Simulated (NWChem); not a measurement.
C$_{2}$H$_{4}$ClNOSi; SMILES C[Si@@H](Cl)OC#N

```xyz
10

C     -1.9651     0.2696     0.3647
Si    -0.2897     0.4123    -0.4281
Cl     0.6883     2.1341     0.1226
O      0.7363    -0.8356     0.1620
C      0.4170    -2.0846     0.0561
N      0.1500    -3.2171    -0.0238
H     -2.4009    -0.7152     0.1579
H     -2.6432     1.0340    -0.0309
H     -1.8991     0.3962     1.4503
H     -0.2908     0.3162    -1.9011
```
Atoms are numbered in this order, from 1.

Computed with NWChem. Pople sets run with spherical d functions. All runs use the structure optimised with B3LYP/6-31G* (spherical d). Level: B3LYP/6-31G* with SMD (1 M gas to 1 M solution), gas-phase geometry. Reactions with the solvent are ignored.

For solvent water:

| Item | Result |
|---|---|
| solvation free energy (kcal/mol) | -1.8 |
| cavity-dispersion-structure term (kcal/mol) | 6.0 |
| dipole in solution (D) | 4.67 |

Task: Estimate the same quantities for solvent toluene.

Result: 
| Quantity | Value |
|---|---|
| solvation free energy (kcal/mol) | -3.6 |
| cavity-dispersion-structure term (kcal/mol) | 0.5 |
| dipole in solution (D) | 4.31 |
